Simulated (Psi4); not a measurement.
A dimer, N2 ··· H3B (SMILES N#N and B); the first 2 atoms form monomer A.

```
6

N      0.5455     0.0000     0.0000
N     -0.5455     0.0000     0.0000
B     -3.1776     1.7979     2.0763
H     -2.9920     2.9087     1.6941
H     -2.6136     0.8885     1.5572
H     -3.9270     1.5964     2.9775
```

**Question.** What interaction energy does SAPT0/jun-cc-pVDZ, frozen core run with Psi4 1.11 give, and which attractive term is the largest?

**Answer.** Total 0.28 kcal/mol: electrostatics -0.30, exchange 1.24, induction -0.11, dispersion -0.55. The most attractive term is dispersion.
